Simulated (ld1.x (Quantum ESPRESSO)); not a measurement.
Values are calculated unless marked as measured or tabulated.
Potentials for Al (Z = 13) compared

Generated with ld1.x 7.5 (TM, RRKJ, ultrasoft, PAW), atompaw 4.2 or ONCVPSP 4.0.1. The cutoff is in Ry: for ld1.x and atompaw files where the sum of valence levels is converged to 10 mRy in a Bessel basis, for ONCV files where the hardest occupied wave has 1 mHa per electron of residual kinetic energy. The error is the largest all-electron minus pseudo excitation energy over each file’s own four to seven test configurations (ionisations up to +4, promotions, holes and added fractions of an electron), all of which were solved. The labels leave out finer settings (local radius, basis sizes, second energies), which also bear on the numbers. Spin-polarised tests are not counted. The rows are a selection from randomly drawn settings: files with unsolved tests, undetermined cutoffs or missed reference levels are left out.

| potential | cutoff (Ry) | largest error (meV) | bound ghosts |
| --- | --- | --- | --- |
| TM, PBE, non-relativistic, rc 2.05/2.20 (sp), local s, core correction no, reference 3s2 3p1 | 10 | +30 | none |
| TM, PBE, fully relativistic, rc 1.95/2.90 (sp), local smoothed, core correction no, reference 3s1.75 3p1.25 | 10 | +25 | none |
| TM, PBE, scalar-relativistic, rc 1.50/1.90/1.95 (spd), local p, core correction yes, reference 3s1 3p2 | 21 | +7.0 | none |
| TM, LDA (PZ), non-relativistic, rc 2.15/2.15/1.95 (spd), local smoothed, core correction yes, reference 3s1.5 3p0 | 10 | +13 | none |
| TM, PBEsol, scalar-relativistic, rc 1.85/1.65/1.95 (spd), local p, core correction yes, reference 3s2 3p1 | 18 | +6.4 | none |
| PAW, BLYP, non-relativistic, rc 2.05/2.35/1.95 (spd), local smoothed, core correction yes, reference 3s2 3p0 | 6 | -14 | none |

(1) Fill in the row for Al: ultrasoft, LDA (PZ), non-relativistic, rc 1.90/2.75 (sp), local smoothed, core correction no, reference 3s2 3p0.

(2) Fill in the row for Al: ultrasoft, PBEsol, scalar-relativistic, rc 1.95/2.70 (sp), local smoothed, core correction yes, reference 3s2 3p1.

(3) Fill in the row for Al: TM, PBE, non-relativistic, rc 1.40/2.60 (sp), local smoothed, core correction no, reference 3s2 3p1.

## Answers

(1) cutoff 8 Ry, largest error +54 meV, bound ghosts: none.

(2) cutoff 8 Ry, largest error -18 meV, bound ghosts: none.

(3) cutoff 35 Ry, largest error +70 meV, bound ghosts: none.
